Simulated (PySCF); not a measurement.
# 19F chemical shifts

In vacuum, non-relativistic Hamiltonian, equivalent nuclei averaged, a single conformation. Geometry: GFN2-xTB; σ from GIAO-PBE0/pcSseg-1; PySCF.

Shieldings were converted by a linear fit to measured shifts: 19F (scatter 6.0 ppm rms, 7.0 ppm with the 5 outliers that the fit left out vs CFCl3, solution or neat liquid, with a term for F on sp3 carbon). A few per cent of atoms miss by over 2 rms, more outside the fitted compound classes.

Match the shifts 4.2, -55.1, -167.2, -218.1, -261.8 ppm to `N[Si@@H](N[SiH3])C1(F)CC1`, `C#Cc1cccc(C(=O)F)c1[SiH3]`, `F[C@@H]1CSC[SiH2]SC1`, `FC[SiH]1SCCCS1`, `N#CCC/P=C\C(F)(F)F`.

## Answers

4.2: C#Cc1cccc(C(=O)F)c1[SiH3] (fluorine bonded to C); -55.1: N#CCC/P=C\C(F)(F)F (fluorine of a CF3 group); -167.2: F[C@@H]1CSC[SiH2]SC1 (fluorine on an sp3 carbon); -218.1: N[Si@@H](N[SiH3])C1(F)CC1 (fluorine on an sp3 carbon); -261.8: FC[SiH]1SCCCS1 (fluorine on an sp3 carbon).
